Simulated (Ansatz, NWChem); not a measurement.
**Worked example: the enthalpy of formation of AlI (iodoaluminum)**

AlI has 2 atoms, charge 0, and is taken as a singlet. SMILES: `[Al][I]`. The bond length is the measured one.

```xyz
2

Al    0.0000    0.0000    0.0000
I     0.0000    0.0000    2.5371
```

Total energies at PBE/def2-TZVPPD (core potential) (NWChem 7.3.0); the atoms run unrestricted:

```
species    state  energy (Eh)
    AlI  singlet  -540.040718
     Al  doublet  -242.227718
      I  doublet  -297.665602
```

Harmonic wavenumbers at wB97M-V/def2-TZVPD, in cm⁻¹: 308.

Measured heats of formation of the gaseous atoms at 298.15 K, in kJ/mol: Al 329.7, I 106.8. Spin-orbit lowering of the atoms at 298 K (mean of the ground term's levels less their thermal mean, from spectra), in kJ/mol: Al 0.17, I 30.32. Take 1 Eh = 2625.50 kJ/mol, 1 cm⁻¹ = 0.0119627 kJ/mol, RT = 2.479 kJ/mol.

Q: Work out the heat of formation of the gas at 298 K.

A: 
1. Electronic atomisation energy: (-242.227718) + (-297.665602) − (-540.040718) = 0.147398 Eh = 387.0 kJ/mol.
2. Zero-point energy: half the sum of the wavenumbers, 154 cm⁻¹ = 1.8 kJ/mol.
3. Thermal vibrational enthalpy, Σ hcν̃/(exp(hcν̃/kT) − 1): 1.1 kJ/mol. Translation, rotation and pV of a linear molecule: 3.5 RT = 8.7 kJ/mol.
4. The 2 free atoms carry 5/2 RT each: 12.4 kJ/mol.
5. Spin-orbit coupling lowers the free atoms by 0.17 + 30.32 = 30.5 kJ/mol.
6. Atomisation enthalpy at 298 K: 387.0 − 30.5 − 1.8 − 1.1 − 8.7 + 12.4 = 357.3 kJ/mol.
7. Sum of the atoms' heats of formation: 436.5 kJ/mol. Heat of formation: 436.5 − 357.3 = +79.2 kJ/mol.

No measured value is set beside it here. Anharmonicity and any spin-orbit splitting of the molecule are left out.
